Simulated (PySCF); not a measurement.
Basis-set dependence of population analyses: `O[SiH2][SiH2]P[SiH3]`

Species: H9OPSi3.
Cartesian coordinates in Å at the PBE0-D3(BJ)/def2-SVP level; atoms count from 1:
```xyz
14
H9OPSi3 angstrom
O     -3.5535   -0.5991   -0.2345
Si    -2.3570    0.5541   -0.0527
Si    -0.3136   -0.4716   -0.5444
P      1.2689    1.1499   -0.4221
Si     3.0574   -0.2350   -0.3611
H     -4.4525   -0.3222   -0.0326
H     -2.3137    1.0926    1.3473
H     -2.5646    1.7239   -0.9663
H     -0.2964   -0.9745   -1.9522
H     -0.0529   -1.6258    0.3746
H      1.1797    1.3024    0.9966
H      2.9522   -1.2859    0.6971
H      4.2932    0.5722   -0.1289
H      3.1475   -0.8939   -1.6984
```

PBE0 throughout (PySCF), one geometry, spherical d and f functions. The structure is a single PBE0-D3(BJ)/def2-SVP conformer in the gas phase; no vibrational or solvent corrections. Atoms taken as equivalent share a column and are averaged. The first 7 of 10 kinds of atom are listed.

Mulliken charges (e):

```
        basis  functions      O1     Si2     Si3      P4     Si5      H6   H7/H8
       STO-3G         50  -0.436  +0.520  +0.254  +0.043  +0.364  +0.187  -0.136
        6-31G         79  -0.805  +0.706  +0.176  -0.240  +0.363  +0.408  -0.124
     pcSseg-0         79  -0.829  +0.668  -0.006  -0.483  +0.235  +0.394  -0.065
       6-31G*        104  -0.742  +0.554  +0.082  -0.260  +0.238  +0.444  -0.088
      cc-pVDZ        131  -0.363  +0.393  +0.032  -0.195  +0.142  +0.174  -0.073
     def2-SVP        131  -0.419  +0.476  +0.079  -0.273  +0.250  +0.199  -0.088
  aug-cc-pVDZ        212  -0.724  +0.035  -0.621  -0.849  -0.718  +0.138  +0.319
6-311+G(2d,p)        221  -0.642  +0.481  +0.110  -0.148  +0.138  +0.278  -0.060
    def2-TZVP        233  -0.526  +0.294  +0.053  -0.229  +0.084  +0.322  -0.036
      cc-pVTZ        292  -0.366  +0.320  +0.058  -0.185  +0.104  +0.202  -0.059
     IGLO-III        301  -0.607  +0.722  +0.423  -0.370  +0.633  +0.255  -0.169
```

IAO charges (e):

| basis | functions | O1 | Si2 | Si3 | P4 | Si5 | H6 | H7/H8 |
| --- | --- | --- | --- | --- | --- | --- | --- | --- |
| STO-3G | 50 | -0.579 | +0.631 | +0.283 | -0.091 | +0.441 | +0.234 | -0.138 |
| 6-31G | 79 | -0.740 | +0.603 | +0.163 | -0.193 | +0.266 | +0.355 | -0.099 |
| pcSseg-0 | 79 | -0.716 | +0.597 | +0.112 | -0.214 | +0.239 | +0.343 | -0.093 |
| 6-31G* | 104 | -0.769 | +0.717 | +0.237 | -0.199 | +0.391 | +0.358 | -0.137 |
| cc-pVDZ | 131 | -0.767 | +0.707 | +0.237 | -0.203 | +0.388 | +0.360 | -0.136 |
| def2-SVP | 131 | -0.762 | +0.718 | +0.241 | -0.205 | +0.403 | +0.357 | -0.140 |
| aug-cc-pVDZ | 212 | -0.792 | +0.711 | +0.242 | -0.208 | +0.391 | +0.371 | -0.133 |
| 6-311+G(2d,p) | 221 | -0.800 | +0.737 | +0.256 | -0.206 | +0.416 | +0.372 | -0.141 |
| def2-TZVP | 233 | -0.800 | +0.748 | +0.260 | -0.209 | +0.424 | +0.370 | -0.144 |
| cc-pVTZ | 292 | -0.795 | +0.736 | +0.251 | -0.211 | +0.411 | +0.371 | -0.141 |
| IGLO-III | 301 | -0.803 | +0.743 | +0.257 | -0.206 | +0.421 | +0.373 | -0.142 |

Hirshfeld charges (e):

| basis | functions | O1 | Si2 | Si3 | P4 | Si5 | H6 | H7/H8 |
| --- | --- | --- | --- | --- | --- | --- | --- | --- |
| STO-3G | 50 | -0.277 | +0.350 | +0.205 | +0.003 | +0.270 | +0.121 | -0.100 |
| 6-31G | 79 | -0.332 | +0.301 | +0.164 | -0.077 | +0.228 | +0.177 | -0.076 |
| pcSseg-0 | 79 | -0.334 | +0.330 | +0.176 | -0.073 | +0.241 | +0.179 | -0.086 |
| 6-31G* | 104 | -0.305 | +0.283 | +0.166 | -0.078 | +0.235 | +0.182 | -0.079 |
| cc-pVDZ | 131 | -0.296 | +0.292 | +0.177 | -0.056 | +0.244 | +0.175 | -0.086 |
| def2-SVP | 131 | -0.303 | +0.300 | +0.182 | -0.053 | +0.248 | +0.178 | -0.088 |
| aug-cc-pVDZ | 212 | -0.313 | +0.301 | +0.176 | -0.060 | +0.244 | +0.169 | -0.081 |
| 6-311+G(2d,p) | 221 | -0.315 | +0.302 | +0.175 | -0.061 | +0.247 | +0.173 | -0.082 |
| def2-TZVP | 233 | -0.310 | +0.296 | +0.175 | -0.060 | +0.243 | +0.176 | -0.083 |
| cc-pVTZ | 292 | -0.307 | +0.297 | +0.175 | -0.060 | +0.242 | +0.174 | -0.083 |
| IGLO-III | 301 | -0.311 | +0.297 | +0.179 | -0.048 | +0.239 | +0.172 | -0.082 |

Q: Which scheme is steadiest as the basis changes?

A: Largest range over the bases for any column: Hirshfeld 0.08 e, IAO 0.22 e, Mulliken 1.35 e. Hirshfeld charges move least and Mulliken charges most, counted in e. Without the minimal STO-3G basis the ranges are Hirshfeld 0.05, IAO 0.18, Mulliken 1.35 e.

Q: How much do the charges still move between the two largest bases, cc-pVTZ and IGLO-III?

A: At most, over all atoms: Mulliken 0.529 e, IAO 0.009 e, Hirshfeld 0.012 e.

Q: What do the same runs give for the total energy, the frontier levels and the dipole moment?

A: 
| basis | energy (Eh) | HOMO (eV) | LUMO (eV) | μ (D) |
| --- | --- | --- | --- | --- |
| STO-3G | -1274.9505 | -4.12 | 5.41 | 1.15 |
| 6-31G | -1289.6887 | -7.24 | -0.55 | 1.63 |
| pcSseg-0 | -1288.2635 | -7.44 | -0.67 | 1.74 |
| 6-31G* | -1289.8393 | -7.32 | -0.55 | 1.59 |
| cc-pVDZ | -1289.9192 | -7.35 | -0.49 | 1.46 |
| def2-SVP | -1289.4825 | -7.39 | -0.47 | 1.54 |
| aug-cc-pVDZ | -1289.9377 | -7.42 | -0.91 | 1.30 |
| 6-311+G(2d,p) | -1289.9947 | -7.44 | -0.95 | 1.41 |
| def2-TZVP | -1290.0053 | -7.42 | -0.80 | 1.43 |
| cc-pVTZ | -1290.0117 | -7.41 | -0.72 | 1.39 |
| IGLO-III | -1290.0057 | -7.42 | -0.76 | 1.34 |

The dipole is fixed by the density alone, so its range of 0.59 D shows that the density itself changes with the basis, not only its division among atoms.
